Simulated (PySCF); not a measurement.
## N: excitation energy

N [He] 2s2 2p3 (4S) → N [He] 2s1 2p4 (4P), as a difference of total energies. Calculation: PySCF 2.14, in ANO-RCC-VTZP; the spin-free X2C one-electron Hamiltonian (Gaussian nucleus). Correlated levels: valence: 1s2 frozen. The calculations carry no spin-orbit coupling.

| method | excitation energy (cm⁻¹) | error (cm⁻¹) |
| --- | --- | --- |
| UHF | 88275 | +142 |
| MP2 (valence) | 89151 | +1019 |
| SCS-MP2 (valence) | 89228 | +1096 |
| CCSD (valence) | 88304 | +172 |
| CCSD(T) (valence) | 88145 | +13 |
| CCSDT (valence) | 88059 | -73 |

Reference: 88132 cm⁻¹ (measured; NIST levels, between the centres of gravity of the two terms).

Errors of the correlated levels include the incompleteness of this basis and the frozen core.
